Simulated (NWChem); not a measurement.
Correlation energy of HSi (+1)

```xyz
2

Si     0.0000     0.0000     0.1028
H      0.0000     0.0000    -1.4391
```
Charge +1, spin multiplicity 1.

All runs are NWChem calculations. All single points use one geometry, from PBE/def2-SVP, a minimum by its harmonic frequencies.

Basis set: def2-QZVP. Each correlation energy counts from its own Hartree-Fock reference.

The correlated methods keep 5 core orbitals frozen. The structure started from a generated list of species. Coupled-cluster values serve here as a point of comparison, not as the truth.

| method | correlation energy (mHa) |
|---|---|
| CCSD+T(CCSD) | -97.5 |
| SCS-MP2 | ? |
| MP2 | ? |
| CR-CCSD[T] | -97.3 |
| CR-CCSD(T) | -97.3 |
| CCSD(T) | -97.4 |
| CCSD | ? |

**Question.** Some entries are withheld; supply them.

**Answer.** 
- SCS-MP2, correlation energy (mHa): -86.0
- MP2, correlation energy (mHa): -74.7
- CCSD, correlation energy (mHa): -95.6
